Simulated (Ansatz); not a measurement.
# Which isomer of ClH8NSi3 gives these data?

These gas-phase data were calculated for one isomer of ClH8NSi3 at B3LYP/6-31G* (harmonic, unscaled wavenumbers; equilibrium rotational constants with average atomic masses):

- rotational constants: 2.981, 0.83, 0.6848 GHz
- all wavenumbers above 1500 cm⁻¹: 3545, 2308, 2283, 2255, 2249, 2236, 2228, 2213
- dipole moment: 1.99 D (PBE0/def2-SVPD)

Candidates:

(1) `[SiH3][SiH2]N[SiH2]Cl`, a singlet
(2) `[SiH3]N([SiH3])[SiH2]Cl`, a singlet

**Question.** Which structure fits?

**Answer.** Candidate (1). The band at 3545 cm⁻¹ lies where the N–H stretch is expected; (2) has no mode between 3250 and 3800 cm⁻¹.

The same quantities for all candidates:

```tsv
	rotational constants (GHz)	wavenumbers above 1500 cm⁻¹	dipole (D)	E above the lowest, B3LYP/6-31G* (kcal/mol)
(1)	2.981, 0.83, 0.6848	3545, 2308, 2283, 2255, 2249, 2236, 2228, 2213	1.99	10.1
(2)	2.475, 1.168, 0.9297	2300, 2285, 2271, 2266, 2261, 2253, 2251, 2245	1.73	0.0
```

Each candidate is one conformer. Programs: Ansatz 0.2.0.
